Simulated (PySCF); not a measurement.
# Reading the logs of faulty runs: AlB3H5 cation

Calculated results; nothing here was measured. The program is PySCF 2.14.0, an open-source quantum chemistry code, run on an isolated molecule that a program drew, which may never have been made. The molecule is AlB3H5 cation (charge +1, singlet), drawn as the SMILES string `B[B](B)[AlH+]`.

Each row is a Hartree-Fock (HF) and frozen-core CCSD(T) single point in the cc-pV(D+d)Z basis, meant for a local HF minimum. Run 1 is clean. Each other run has one planted mistake out of seven kinds, and not every kind appears here: one electron removed, one electron added, multiplicity raised by two, geometry at a saddle point, minimal basis STO-3G, one bond length entered in bohr, all coordinates scaled. The reference is restricted for singlets and unrestricted otherwise, and also for a bond in bohr. Adding or removing an electron swaps singlet and doublet. Electrons count all cores. HOMO and LUMO are orbital energies over both spins, the gradient is its largest component, and the lowest frequency (negative if imaginary) is given only where the gradient is small. Bond lengths are over the 8 bonds as drawn. T1 is the CCSD diagnostic: over 0.02 (restricted) or 0.045 (unrestricted) a single reference is doubtful.

Geometry of the clean run:
```xyz
9
AlB3H5 cation, angstrom
B    -1.1732   -0.4595   -2.1161
B     0.0325   -1.6068   -1.9204
B    -0.0028   -3.2106   -2.4054
Al    1.8111   -0.9530   -0.9450
H    -1.1940    0.2239   -3.0983
H    -2.0023   -0.3128   -1.2656
H    -0.4115   -4.0515   -1.6584
H     0.3967   -3.5157   -3.4914
H     3.1067   -0.4769   -0.2355
```

```
run  electrons  basis functions  <S^2>  HOMO (eV)  LUMO (eV)  gradient (hartree/bohr)  lowest frequency (cm^-1)  mean bond (Å)  longest bond (Å)      T1  HF (hartree)  CCSD(T) (hartree)                 mistake
  1         32               90  0.000     -15.90      -5.20                  3.3e-05                       148         1.4777             2.131  0.0186    -318.54778         -318.89296                no fault
  2         32               90  0.000     -16.00      -5.22                  8.0e-03                         -         1.4570             2.101  0.0188    -318.54656         -318.89141  all coordinates scaled
  3         32               29  0.000     -14.48      -0.47                  2.9e-02                         -         1.4777             2.131  0.0130    -314.80981         -314.98199    minimal basis STO-3G
  4         32               90  0.897     -12.95      -6.25                  1.5e-02                         -         1.7148             4.028  0.0464    -318.46826         -318.79214                       ?
  5         31               90  0.772     -22.00     -13.20                  7.4e-02                         -         1.4777             2.131  0.0672    -318.01182         -318.33457                       ?
```

**Which mistake was planted in run 4, and what did it cost?**

The mean bond changes by a factor of 1.160 and the longest by 1.890, so the molecule wasn't scaled as a whole. A length L in bohr read as angstrom grows by (1/0.5292 - 1) L = 0.890 L. The 8 bonds together grew by 8 x 0.2371 = 1.897 Å, which gives L = 2.132 Å. That is bond B2-Al4, 2.131 Å in the clean geometry. So the mistake is: one bond length entered in bohr. Subtracting run 1 and multiplying by 627.51 kcal/mol a hartree, the energy moved by 49.9 kcal/mol in HF and 63.3 kcal/mol in CCSD(T).

**Which mistake was planted in run 5, and what did it cost?**

It counts 31 electrons, one fewer than the clean run, at the same geometry and basis. So the mistake is: one electron removed. Subtracting run 1 and multiplying by 627.51 kcal/mol a hartree, the energy moved by 336.3 kcal/mol in HF and 350.4 kcal/mol in CCSD(T).

Cautions from the logs. Run 4: T1 is over the limit, so its CCSD(T) energy is less reliable; run 5: T1 is over the limit, so its CCSD(T) energy is less reliable.
